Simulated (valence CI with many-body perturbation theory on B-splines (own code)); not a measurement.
**Hyperfine factors and g values of Pt⁴⁴⁺**

Computed by relativistic CI+MBPT: six valence electrons over a frozen Dirac-Fock core [Ar] 3d10, radial functions for each j: 9 s, 9 p, 8 d, 6 f, 3 g, 1 h, with the one-electron correlation potential Σ1, the two-electron term Σ2, the three-electron term Σ3, Breit, model QED; selected CI, second order for the rest, scaled by the run's own slope (own B-spline code, finite nucleus).

No measured spectrum was set against this ion. As an estimate, large intervals hold to a few tenths of a per cent, small ones and those within an open d or f shell to about a per cent. Among the levels kept, up to 670 cm⁻¹ of a level comes from second order outside the variational space, and about a tenth of that is noise between levels of different J, which matters for small intervals.

A/g_I is the dipole constant over the nuclear g factor μ/I (μ in nuclear magnetons, uniformly magnetised nucleus), B/Q the quadrupole constant per barn. Both hold the static response of the core; the bare values leave it out. Large factors of s and p1/2 electrons are usually good to 5 to 10 %; those of open d and f shells near neutrality can be off by tens of per cent, and small factors of p3/2, d and f electrons come from cancelling terms and can be off by a factor of two or in sign, in half-filled shells by more. B is blank for J = 1/2, where it vanishes, and for nearly pure S terms. Energies count from the lowest level. Levels with J = 0 are left out.

Levels are named by their leading jj configuration (3d3/2^4 stands for four electrons in 3d with j = 3/2), which in mixed levels can hold well under half, so a name can repeat and another be missing. Letters in brackets count levels of one name in rising energy.

```
                             Level  E (cm⁻¹)      g  A/g_I (MHz)  A/g_I bare  B/Q (MHz/b)  B/Q bare
        (4s^2 4p1/2^2 4p3/2^2) J=2         0  1.341        68800       66200        13400     13000
          (4s^2 4p1/2 4p3/2^3) J=1    990590  1.496       -76400      -74900       -70200    -68100
          (4s^2 4p1/2 4p3/2^3) J=2   1029400  1.149       216000      210000      -154000   -150000
    (4s^2 4p1/2^2 4p3/2 4d3/2) J=2   1352600  1.049        53000       51700        -2240     -2140
    (4s^2 4p1/2^2 4p3/2 4d3/2) J=1   1379800  1.132        42400       41500       -60100    -58500
    (4s^2 4p1/2^2 4p3/2 4d3/2) J=3   1386700  1.110        50200       49000       141000    137000
    (4s^2 4p1/2^2 4p3/2 4d5/2) J=4   1580900  1.262        33200       32500       147000    143000
    (4s^2 4p1/2^2 4p3/2 4d5/2) J=2   1595700  1.268        56500       55400       -93000    -90000
    (4s^2 4p1/2^2 4p3/2 4d5/2) J=3   1700000  1.190        30400       29800         7210      7340
    (4s^2 4p1/2^2 4p3/2 4d5/2) J=1   1730200  1.060       -37100      -34400        16300     15900
          (4s 4p1/2^2 4p3/2^3) J=2   1915400  1.465       481000      466000      -134000   -130000
          (4s 4p1/2^2 4p3/2^3) J=1   2016400  1.165      -342000     -332000       -44900    -43400
(4s^2 4p1/2 4p3/2^2 4d3/2) J=1 [a]   2304700  0.990       110000      107000       -21000    -20500
(4s^2 4p1/2 4p3/2^2 4d3/2) J=2 [a]   2305200  1.034       118000      115000       -74900    -72700
(4s^2 4p1/2 4p3/2^2 4d3/2) J=3 [a]   2338000  1.088       118000      114000        -6860     -6520
    (4s^2 4p1/2 4p3/2^2 4d3/2) J=4   2374500  1.055       129000      126000        22700     22500
(4s^2 4p1/2 4p3/2^2 4d3/2) J=2 [b]   2421800  0.824       172000      167000        77900     75900
(4s^2 4p1/2 4p3/2^2 4d3/2) J=3 [b]   2495900  1.272         7930        7960        26600     25800
(4s^2 4p1/2 4p3/2^2 4d3/2) J=2 [c]   2506000  1.273        87800       85100         4240      3860
(4s^2 4p1/2 4p3/2^2 4d3/2) J=1 [b]   2513400  1.485       152000      146000        14500     14100
(4s^2 4p1/2 4p3/2^2 4d5/2) J=4 [a]   2522300  1.298       -18100      -17300        55800     54500
(4s^2 4p1/2 4p3/2^2 4d5/2) J=3 [a]   2523500  1.230       -31000      -30000        11500     11500
(4s^2 4p1/2 4p3/2^2 4d5/2) J=1 [a]   2570300  0.990       259000      252000       -15200    -14700
(4s^2 4p1/2 4p3/2^2 4d5/2) J=4 [b]   2572200  1.179       109000      106000          599       791
(4s^2 4p1/2 4p3/2^2 4d3/2) J=1 [c]   2583800  0.918       -28700      -26800        18900     18500
    (4s^2 4p1/2 4p3/2^2 4d5/2) J=5   2586600  1.195       100000       97200        29200     28700
(4s^2 4p1/2 4p3/2^2 4d5/2) J=2 [a]   2654300  1.278       -83200      -80000       126000    122000
(4s^2 4p1/2 4p3/2^2 4d5/2) J=3 [b]   2683500  1.123       123000      120000       147000    143000
(4s^2 4p1/2 4p3/2^2 4d5/2) J=2 [b]   2716100  1.082       113000      110000        17000     16600
(4s^2 4p1/2 4p3/2^2 4d5/2) J=1 [b]   2728500  1.260      -115000     -111000         1280      1220
        (4s^2 4p1/2^2 4d3/2^2) J=2   2729200  0.757        32500       32600         1420      1390
(4s^2 4p1/2 4p3/2^2 4d5/2) J=3 [c]   2757000  1.077       132000      128000      -114000   -110000
(4s^2 4p1/2 4p3/2^2 4d5/2) J=2 [c]   2776300  1.234         1850        2010      -114000   -111000
```

(1) Take the isotope of mass number 195, with I = 1/2, μ = 0.6073 μN. What is the hyperfine structure of (4s^2 4p1/2^2 4p3/2^2) J=2?

Results:

(1) From the table A = 83500 MHz. Shifts from the centre of gravity in MHz: F = 3/2: -125000, F = 5/2: 83500.
